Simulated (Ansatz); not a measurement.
# Energy profile

The step: Si₂H₃ClOF₂ ([F][Si]([F])([Cl])[O][SiH3]) + NH₃ + HF → SiNH₂ClF₂ ([NH2][Si]([F])([F])[Cl]) + SiH₄O ([OH][SiH3]) + HF; bonds formed: O2–H9, H7–F10; dative contacts that become bonds: Si1–N8; bonds broken: Si1–O2, H7–N8, H9–F10 (atoms numbered as in the saddle structure below).

Si1  (-0.391, -0.115, 1.243)
O2  (0.126, -0.271, -0.618)
Si3  (0.503, -1.641, -1.527)
F4  (-0.795, 0.135, 2.793)
F5  (-1.838, -0.576, 0.772)
Cl6  (1.058, -1.525, 1.651)
H7  (-0.378, 1.948, -0.175)
N8  (0.035, 1.622, 0.982)
H9  (-0.225, 0.574, -1.121)
F10  (-0.623, 1.891, -1.297)
H11  (1.954, -1.907, -1.434)
H12  (-0.288, -2.786, -1.034)
H13  (0.128, -1.288, -2.916)
H14  (1.042, 1.750, 0.930)
H15  (-0.306, 2.188, 1.752)
(Å)

Electronic energies by CCSD(T) at an estimated basis limit (MP2 extrapolated from triple and quadruple zeta, plus CCSD(T) − MP2 in triple zeta), on PBE0-D4/def2-TZVP structures; Si₂NH₇ClOF₃, closed shell; no counterpoise correction. Ansatz 0.2.0; basis: def2-TZVPP and def2-QZVPP; cores frozen in the correlated methods. Extrapolation: Hartree–Fock as exp(−7.88 √X), correlation as X^−2.97.

Question: Give the profile in eV, counted from the separated reactants. (An estimate is asked for; the value comes from the calculation.)

Answer: Computed:
| point | eV |
| --- | --- |
| separated: Si₂H₃ClOF₂ (linked as [F][Si]([F])([Cl])[O][SiH3]; Si1, O2, Si3, F4, F5, Cl6, H11, H12, H13; singlet) + NH₃ (H7, N8, H14, H15; singlet) + HF (H9, F10; singlet) | 0.000 |
| start structure | -0.658 |
| saddle | 0.348 |
| end structure | -0.012 |
| separated: SiNH₂ClF₂ (linked as [NH2][Si]([F])([F])[Cl]; Si1, F4, F5, Cl6, N8, H14, H15; singlet) + SiH₄O (linked as [OH][SiH3]; O2, Si3, H9, H11, H12, H13; singlet) + HF (H7, F10; singlet) | 0.659 |

No T1 diagnostic of these runs exceeds 0.012.

For scale, one of the runs: CCSD(T)/def2-TZVPP, 379 basis functions, launched by `ansatz run in.yaml --threads 4 --pin off --events-out ev --progress --plain --max-ram 66560MiB --backend cuda --devices 0, --max-vram 37GiB`. Hardware: 4 CPU threads of an AMD EPYC 7R13 and a share of one NVIDIA H100, shared host. Wall time 21 s; peak host memory 0.9 GiB.
